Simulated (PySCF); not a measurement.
SMILES OB(O[Si]([O][GeH3])(C)C)O (C₂H₁₁BGeO₄Si) at its GFN2-xTB optimised geometry (Å):

```
20

Ge     3.0705     0.2762     1.5609
O      1.3808     0.3503     1.1733
Si     0.5340     0.1753    -0.2089
C      1.4928     0.8899    -1.6849
C      0.1623    -1.6852    -0.4349
O     -0.7967     1.0629     0.0000
B     -2.1397     1.0629     0.0000
O     -2.7886     2.2486     0.0000
O     -2.8786    -0.0871    -0.0131
H      3.6292    -0.9722     0.9385
H      3.0813     0.2309     3.0543
H      3.7415     1.4938     1.0023
H      1.5635     1.9712    -1.6029
H      2.5053     0.4922    -1.7017
H      1.0273     0.6634    -2.6387
H     -0.2867    -2.1082     0.4613
H     -0.5139    -1.8614    -1.2669
H      1.0706    -2.2486    -0.6299
H     -3.7415     2.1585     0.0107
H     -2.3634    -0.8919     0.0084
```

Method: CAM-B3LYP/def2-SVP (PySCF). Cells within 0.4 Å of a nucleus heavier than hydrogen are left out (blank, or x).

Map of the HOMO amplitude (bohr^(-3/2)) on the plane z = 1.2 Å; orbital energy -9.27 eV, overall sign arbitrary:

```
|444444444444444444444444444|
|444444444444444444444444444|
|444444444444444444444444444|
|444444444444444444444444444|
|444444444444444444444444444|
|444444444444444444444444444|
|444444444444444444444444444|
|444444444444444444444444444|
|444444444444444444444334444|
|444444444444444555443233444|
|444444444444445566542123444|
|444444444444445698543233444|
|4444444444444444x7545334444|
|4444444444444430x2444444444|
|444444444444443212455554444|
|444444444444444333455654444|
|444444444444444444445554444|
|444444444444444444444544444|
|444444444444444444444444444|
|444444444444444444444444444|
|444444444444444444444444444|
|444444444444444444444444444|
|444444444444444444444444444|
|444444444444444444444444444|
|444444444444444444444444444|
|444444444444444444444444444|
|444444444444444444444444444|
```
Scale: ten equal steps from -0.133 (start of '0') to 0.155 (end of '9'), in the order '0123456789'; x runs from -6.00 to 6.00, y from -6.00 (bottom) to 6.00 (top).
